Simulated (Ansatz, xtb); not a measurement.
Relaxing a trial structure of CH2FOSe

The starting geometry of this gas-phase doublet was built from a drawn formula by distance geometry and a force field; its bonds are those of `[CH2]O[Se]F`.

```xyz
6

C     0.1249   -1.2175    0.0734
F     3.2586   -0.6965   -0.4014
O     1.1366   -1.2148    1.0872
Se    2.5049   -2.2289    0.3468
H    -0.8328   -1.4876    0.5772
H     0.0544   -0.2804   -0.3820
```

Question: Predict what becomes of its bonds when it is optimised with r2SCAN-D4/def2-SVP.

Answer: It loosens into CH2O + FSe, which stay close as a complex. Distances that change by over a tenth: C1–O3 (1.43 → 1.21 Å). Contacts that open: O3–Se4 (1.86 → 2.78 Å).

The energy falls by 1.39 eV over 25 steps:

```
step  E − E(last) (eV)
   1             1.389
   4             0.718
   6             0.674
   9             0.673
  12             0.662
  14             0.346
  17             0.079
  20             0.013
  22             0.000
  25             0.000
```

Final geometry (Å):

```xyz
6

C     0.0382   -1.0885    0.3815
F     2.7275   -0.7752   -0.7126
O     0.6471   -1.8543    1.0879
Se    3.3551   -1.9656    0.4553
H    -1.0619   -0.9344    0.5148
H     0.5404   -0.5076   -0.4259
```

From the same start GFN2-xTB reaches the same bonding as this run.

No frequencies were run, so the end isn't proven a minimum. Open shells are spin-unrestricted. Run with Ansatz 0.2.0, 2.3 min on 2 threads of Arm Neoverse V1 (shared host).
